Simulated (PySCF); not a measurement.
H₃O₄Ta, SMILES [O]=[Ta]([OH])([OH])[OH], multiplicity 1. Coordinates come from a B3LYP-D3(BJ)/def2-SVP optimisation. The spin state was assumed, not searched. The def2 effective core potentials stand for the cores of Ta; spin–orbit coupling is left out. The values are those of a single conformer.

The numbers are results of PySCF with B3LYP-D3(BJ)/def2-SVP, not measurements.

Harmonic wavenumbers (cm⁻¹): 181, 181, 188, 210, 210, 326, 337, 337, 480, 481, 482, 716, 716, 716, 987, 3897, 3897, 3903. Rotational constants (GHz): 3.235, 3.235, 2.800; symmetry number 3.

Task: Work out the zero-point energy and the ideal-gas rigid-rotor harmonic-oscillator thermochemistry at 298.15 K and 1 atm.

Result: ZPE = ½ Σ hcν = ½ × 18244 cm⁻¹ = 26.08 kcal/mol. H − E(el) = 31.63 kcal/mol. Entropy in cal/(mol K): translation 42.42, rotation 24.61, vibration 17.80, total 84.84. G − E(el) = 6.34 kcal/mol. Cp = 28.68 cal/(mol K).
